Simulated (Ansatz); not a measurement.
Species: FeBr, net charge 0, sextet state. The spin state was set by rule; other spins were not relaxed. 
Geometry from a B3LYP-D3(BJ)/def2-TZVP (Ansatz, an electronic-structure program) optimisation:
```
Fe
Br 1 2.3540
```
Charge 0, spin multiplicity 6.

Total electronic energies in hartree. Valence correlation only, unless marked. UHF or UKS for open shells. No spin-orbit coupling. The frozen core is the preceding noble-gas configuration, with the filled d and f shells of earlier blocks. Non-relativistic. Basis-set limits of correlation are two-point, X^-3; Hartree-Fock from the larger set.

```tsv
level	program	energy (Eh)
HF/def2-TZVPPD	Ansatz	-3834.92907
r2SCAN-D4/def2-TZVPD	Ansatz + dftd4	-3837.85599
B97M-V/def2-TZVPD	Ansatz	-3837.13888
r2SCANh/def2-TZVPD	Ansatz	-3837.84389
HSE06-D4/def2-TZVPD	Ansatz + dftd4	-3837.36991
CAM-B3LYP/def2-TZVPD	Ansatz	-3838.08099
LC-wPBE-D4/def2-TZVPD	Ansatz + dftd4	-3837.33135
wB97M-V/def2-TZVPD	Ansatz	-3837.66448
B2PLYP/def2-TZVPD	Ansatz	-3837.18129
MP2/def2-QZVPPD	Ansatz	-3835.36244
RI-MP2/def2-TZVPP	Ansatz	-3835.25500
SCS-MP2/STO-3G	Ansatz	-3793.85271
CCSD/def2-SVPD	Ansatz	-3834.69215
CCSD/def2-QZVPPD	Ansatz	-3835.38116
CCSD(T)/CBS(def2-TZVPPD,def2-QZVPPD)	Ansatz	-3835.4200
```

Totals of different functionals don't rank their quality; only differences between species are comparable.
